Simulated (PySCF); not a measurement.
Cd(I)(Me) (CH3CdI), SMILES [CH3][Cd][I]. Atoms are numbered in the order given.

```xyz
6

Cd     0.0000     0.0000     1.0868
I      0.0000     0.0000    -1.5511
C      0.0000     0.0000     3.2157
H     -0.8976    -0.5182     3.5818
H      0.0000     1.0364     3.5818
H      0.8976    -0.5182     3.5818
```
Charge 0, spin multiplicity 1.

Geometry: B3LYP-D3(BJ)/def2-SVP. The def2 effective core potentials stand for the cores of Cd, I; spin–orbit coupling is left out.

All values below come from ωB97X/def2-TZVPD (PySCF).

Mulliken values depend strongly on the basis, most of all with diffuse functions as here. ESP charges are fitted to the potential on shells at 1.4 to 2.0 van der Waals radii. Atomic charges (e):

```tsv
atom	Mulliken	ESP fit
Cd1	0.65	0.53
I2	-0.38	-0.35
C3	-0.85	-0.54
H4	0.19	0.12
H5	0.19	0.12
H6	0.19	0.12
```
